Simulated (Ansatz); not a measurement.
Job for Ansatz (a quantum-chemistry and plane-wave program): R-BLYP/def2-TZVPPD on GeH4 (SMILES [GeH4]) with ghost functions. Files ending in .json are basis or fitting sets from the Basis Set Exchange.

Ansatz 0.2 input:
```yaml
crystal:
  periodic: [false, false, false]
  atoms:
    - {symbol: Ge, position_ang: [-0.14772055, -0.20649147, 3.61925976]}
    - {symbol: H, position_ang: [-0.71401466, -1.18140315, 2.57327287]}
    - {symbol: H, position_ang: [-0.63432529, 1.21721957, 3.32638394]}
    - {symbol: H, position_ang: [1.38400874, -0.26663088, 3.61575781]}
    - {symbol: H, position_ang: [-0.66540046, -0.64111823, 5.00372238]}
basis:
  gaussian:
    orbitals: def2-TZVPPD.json
    ghost_atoms:
      - {symbol: C, position_ang: [0.39168889, -0.27633508, -0.19057550]}
      - {symbol: O, position_ang: [0.82725571, 0.51951869, 0.59446591]}
      - {symbol: H, position_ang: [-0.25214035, -1.11790492, 0.12813184]}
      - {symbol: H, position_ang: [0.61155921, -0.20924052, -1.27282901]}
hamiltonian:
  xc: {name: BLYP}
scf: {lower_state_search: off}
```

It printed:

```
Functional definition: BLYP
[...]
these checks for a lower state are left out or cut short: stability, starts, cluster_reference, orbital_swaps, neighbouring_geometries, increment
integrals: 0.13 GiB planned
1051 factors; their error is unknown
mean field: 0.99 GiB planned
mean field evaluation 1: about -56583.1853 eV, gradient 2.8e1 eV
mean field evaluation 2: about -56583.6437 eV, gradient 3.1e1 eV
mean field evaluation 4: about -56584.2462 eV, gradient 6.3e-1 eV
mean field evaluation 8: about -56584.2410 eV, gradient 2.9e-3 eV
mean field -56584.24102210 eV, -2079.4325033862 hartree, gradient 3.0e-6 eV, S^2 0.000000; 0 other end points of the search recorded, 0 dependent functions left out
reference -56584.24132758 eV, -2079.4325146123 hartree; 18, 18 occupied and 215, 215 virtual orbitals, 1051 factors
Total energy: -56584.24132758 eV, -2079.4325146123 hartree
Checks for a lower state left out: stability, starts, cluster_reference, orbital_swaps, neighbouring_geometries, increment
```

Self-consistency was reached.

Cost: roughly 4 core-seconds.
